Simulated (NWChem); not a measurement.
System: C$_{4}$H$_{5}$Cl; SMILES C=C=C(Cl)C

```xyz
10

C      0.6326    -2.4033     0.0000
C      0.1553    -1.1865     0.0000
C     -0.3384     0.0223     0.0000
C     -1.7928     0.3987     0.0000
Cl     0.7788     1.4112     0.0000
H      0.8433    -2.9352     0.9269
H      0.8433    -2.9352    -0.9269
H     -2.0368     0.9974    -0.8852
H     -2.0368     0.9974     0.8852
H     -2.4130    -0.5023     0.0000
```
Atoms are numbered in this order, from 1.

All runs: NWChem. Pople sets run with spherical d functions. Structure relaxed at the B3LYP/6-31G* (spherical d) level. GIAO values for the isolated, static molecule; σ is the absolute isotropic shielding, δ = σ(reference) − σ with the isolated reference molecule computed at the same levels (13C: tetramethylsilane, 1H: tetramethylsilane).

For level B3LYP/6-31G*:

```
Property     Result
-----------  ------
δ C1 (ppm)     77.7
δ C2 (ppm)    197.8
δ C3 (ppm)    106.7
δ C4 (ppm)     23.5
σ Cl5 (ppm)   726.4
δ H6 (ppm)     4.87
```

Task: Estimate the same quantities for level Hartree-Fock/6-31G*.

Result: The δ C1 (ppm) is 80.7, the δ C2 (ppm) comes out as 206.3 and the δ C3 (ppm) comes out as 103.3. The δ C4 (ppm) is 22.2, the σ Cl5 (ppm) is 832.2 and the δ H6 (ppm) is 5.02.
